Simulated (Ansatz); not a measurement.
Ansatz (a program for electronic structure) input:

Ansatz 0.2 input:
```yaml
crystal:
  periodic: [false, false, false]
  atoms:
    - {symbol: Sc, position_ang: [0.02586703, -0.00957533, -0.01405591]}
    - {symbol: Cl, position_ang: [1.61725563, 0.38194439, -1.52399290]}
    - {symbol: Cl, position_ang: [-1.57649263, -0.39424380, 1.48626117]}
basis:
  gaussian:
    orbitals: def2-TZVP
hamiltonian:
  xc: b3lyp
  dispersion: d3bj
magnetization: {spin_polarized: true, initial_magnetization: 1}
relax: {f_tol: 0.002, max_steps: 150}
```

Question: What final total energy does it print?

Answer: -1681.31971 Eh (B3LYP-D3(BJ)/def2-TZVP). The basis has 119 functions.

The spin state was set by rule; other spins were not relaxed.
